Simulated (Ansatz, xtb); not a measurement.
## How methods differ on TiH2Cl2O2 (SMILES [OH][Ti]([OH])([Cl])[Cl])

TiH2Cl2O2 has 7 atoms, charge 0, and is taken as a singlet. As SMILES, `[OH][Ti]([OH])([Cl])[Cl]`. The shape is that of a PBE0-D4/def2-TZVP optimisation. This is one conformer, not always the lowest.

```xyz
7

O    -1.0572    0.2228    0.9826
Ti    0.0747    0.0891   -0.3569
O     1.4480   -0.9060    0.1428
Cl   -0.9458   -0.8315   -2.0735
Cl    0.7604    2.1002   -0.9239
H    -1.8967    0.6144    1.2257
H     1.6779   -1.3569    0.9576
```

Quantity: the dipole moment, in D. The values are calculated.

| level | kind | program | value (D) | CPU time |
| --- | --- | --- | --- | --- |
| GFN2-xTB | semi-empirical | xtb | 3.86 | under 2 s |
| GFN0-xTB | semi-empirical | xtb | 3.82 | under 2 s |
| GFN1-xTB | semi-empirical | xtb | 3.79 | under 2 s |
| HF/STO-3G | Hartree–Fock | Ansatz | 4.41 | 7.8 s |
| HF/3-21G | Hartree–Fock | Ansatz | 5.11 | 9.4 s |
| HF/def2-SVP | Hartree–Fock | Ansatz | 3.48 | 22 s |
| BLYP/def2-SVPD | GGA | Ansatz | 3.23 | 62 s |
| B3LYP/6-31G* (spherical functions) | global hybrid | Ansatz | 3.86 | 48 s |
| B3LYP/def2-SVP | global hybrid | Ansatz | 3.40 | 38 s |
| PBE0/def2-SVP | global hybrid | Ansatz | 3.50 | 39 s |

The values span 3.23 to 5.11 D. Sets without polarisation functions give poor dipoles. Without the sets that lack polarisation functions the rows with a basis span only 3.23 to 3.86 D. Times are those of the runs behind each value, whatever else they computed, on shared processors of several kinds: orders of magnitude only.
